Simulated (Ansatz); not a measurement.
Ansatz (a program for electronic structure) input (CCSD(T)/6-31G):

Ansatz 0.2 input:
```yaml
crystal:
  periodic: [false, false, false]
  atoms:
    - {symbol: Be, position_ang: [0.00000000, 0.00000000, 0.00000000]}
    - {symbol: Cl, position_ang: [-0.00000000, -0.00000000, -1.83888656]}
    - {symbol: Cl, position_ang: [0.00000000, 0.00000000, 1.83888656]}
basis:
  gaussian:
    orbitals: 6-31G
total_charge: 1
magnetization: {spin_polarized: true, initial_magnetization: 1}
correlation: {method: ccsd_t, electrons: outside_noble_gas}
```

Output:

```
Functional definition: HF
integrals: 0.01 GiB planned
405 factors; integrals over basis functions are off by at most 1.4e-4 eV
mean field: 0.08 GiB planned
mean field evaluation 1: about -25394.2520 eV, gradient 1.2e1 eV
mean field evaluation 2: about -25394.2518 eV, gradient 1.2e1 eV
mean field evaluation 4: about -25395.6867 eV, gradient 1.2e0 eV
mean field evaluation 8: about -25395.7336 eV, gradient 4.5e-2 eV
mean field evaluation 16: about -25396.0510 eV, gradient 2.2e-1 eV
mean field evaluation 32: about -25395.7337 eV, gradient 3.3e-4 eV
mean field evaluation 64: about -25395.9204 eV, gradient 3.4e0 eV
mean field evaluation 96: about -25396.0525 eV, gradient 2.0e-2 eV
mean field evaluation 128: about -25396.0247 eV, gradient 1.0e0 eV
mean field evaluation 160: about -25395.7337 eV, gradient 3.9e-4 eV
mean field evaluation 192: about -25393.0943 eV, gradient 2.1e-2 eV
mean field evaluation 224: about -25394.7262 eV, gradient 5.8e-3 eV
mean field evaluation 256: about -25395.7338 eV, gradient 5.5e-2 eV
mean field evaluation 288: about -25393.7526 eV, gradient 3.6e-5 eV
mean field -25396.05430527 eV, -933.2877816546 hartree, gradient 2.2e-6 eV, S^2 0.752823; 14 other end points of the search recorded, 0 dependent functions left out
determinant -25396.05430527 eV, -933.2877816546 hartree, with singles and doubles -25399.00994577 eV, -933.3963994398 hartree
determinant -25395.73365194 eV, -933.2759978621 hartree, with singles and doubles -25399.13891072 eV, -933.4011388143 hartree
determinant -25394.72621539 eV, -933.2389752520 hartree, with singles and doubles -25398.30018270 eV, -933.3703161280 hartree
determinant -25394.17963409 eV, -933.2188887598 hartree, with singles and doubles -25397.02967067 eV, -933.3236256721 hartree
determinant -25393.75264445 eV, -933.2031971797 hartree, with singles and doubles -25397.14831526 eV, -933.3279857805 hartree
determinant -25393.09428356 eV, -933.1790028634 hartree, with singles and doubles -25396.61740408 eV, -933.3084751544 hartree
determinant -25396.05430527 eV, -933.2877816546 hartree, with singles and doubles -25399.10087244 eV, -933.3997409331 hartree
determinant -25395.73365194 eV, -933.2759978621 hartree, with singles and doubles -25399.14391407 eV, -933.4013226840 hartree
11 core orbitals not correlated
reference -25395.73365194 eV, -933.2759978621 hartree; 8, 7 occupied and 16, 17 virtual orbitals, 405 factors
second order -2.90865866 eV of doubles, -0.00000000 eV of singles
coupled cluster: 0.06 GiB planned
coupled cluster: 0.07 GiB planned
cycle   1  -2.93222364 eV  change   -6.2e-1 eV  update   7.0e-2
cycle   2  -3.32729563 eV  change   -4.0e-1 eV  update   4.0e-2
cycle   3  -3.38238527 eV  change   -5.5e-2 eV  update   1.9e-2
cycle   4  -3.41329062 eV  change   -3.1e-2 eV  update   6.5e-3
cycle   5  -3.40525903 eV  change    8.0e-3 eV  update   2.0e-3
cycle   6  -3.41172382 eV  change   -6.5e-3 eV  update   8.8e-4
cycle   7  -3.41028938 eV  change    1.4e-3 eV  update   4.1e-4
cycle   8  -3.41020041 eV  change    8.9e-5 eV  update   1.6e-4
cycle   9  -3.41028702 eV  change   -8.7e-5 eV  update   5.6e-5
cycle  10  -3.41026482 eV  change    2.2e-5 eV  update   2.1e-5
cycle  11  -3.41026191 eV  change    2.9e-6 eV  update   7.6e-6
cycle  12  -3.41026154 eV  change    3.8e-7 eV  update   3.1e-6
perturbative correction -0.10398225 eV, -0.0038212774 hartree
WARN: these amplitudes may be one of several solutions (largest doubles amplitude 0.10, level shift 6.58 eV)
Total energy: -25399.24789572 eV, -933.4051439393 hartree
```

The program attaches cautions to this result: other roots.
